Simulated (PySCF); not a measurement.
SMILES [NH2][Ga]([OH])[Cl] (H₃ClGaNO) at its PBE0/def2-SVP optimised geometry (Å):

```
7

Ga    -0.1208     0.2843     0.0000
Cl    -1.1636     2.1631     0.0000
O      1.6529     0.2843     0.0000
H      2.0395     1.1657    -0.0004
N     -1.0308    -1.2577    -0.0209
H     -0.5821    -2.1631     0.0243
H     -2.0395    -1.3077     0.0231
```

Method: PBE0/def2-TZVP in PySCF. Cells within 0.4 Å of a nucleus heavier than hydrogen are left out (blank, or x).

Map of the electron localisation function on the plane z = 0.0 Å:

```
|00000000000000000000000000000|
|00000000000110000000000000000|
|00000000123332100000000000000|
|00000012356665420000000000000|
|00000124678887641000000000000|
|00000246788898752000000000000|
|00001368850188751000000000000|
|0000147880xx28740000343100000|
|0000147881xx48630003676400000|
|00001468884487520027997510000|
|00001356788873111248998510000|
|00000124566411211568997300000|
|00000000122127x4177x775200000|
|0000000000115xx617xxx76300000|
|0000000001213xx5177xx87410000|
|00000011135512311578887410000|
|00001467666883110256775310000|
|0000479998xx77410013443100000|
|0000589999xxx6410000111000000|
|00005899985x87410000000000000|
|00002688766999830000000000000|
|00000244336999951000000000000|
|00000000015999861000000000000|
|00000000003788750000000000000|
|00000000001577510000000000000|
|00000000000111000000000000000|
|00000000000000000000000000000|
|00000000000000000000000000000|
|00000000000000000000000000000|
```
Scale: ten equal steps from 0.000 (start of '0') to 0.999 (end of '9'), in the order '0123456789'; x runs from -4.50 to 4.50, y from -4.50 (bottom) to 4.50 (top).
